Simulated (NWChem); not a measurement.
System: Ba

Input file for NWChem:

```
start job
memory heap 200 mb stack 900 mb global 1100 mb
geometry units angstroms noautosym nocenter noautoz
  Ba     0.000000     0.000000     0.000000
end
basis spherical
  Ba library def2-svpd
end
ecp
  Ba library def2-ecp
end
dft
  xc b3lyp
  iterations 150
end
property
  response 1 0.0
end
task dft property
```

def2 effective core potentials on Ba; no spin-orbit coupling.

Static field.

Q: Predict the main results of this run. (B3LYP/def2-SVPD with def2 effective core potentials on Ba.) Quantities: isotropic polarisability (bohr³); anisotropy (bohr³).

A: 
```
Property                          Result
--------------------------------  ------
isotropic polarisability (bohr³)   251.2
anisotropy (bohr³)                   0.0
```
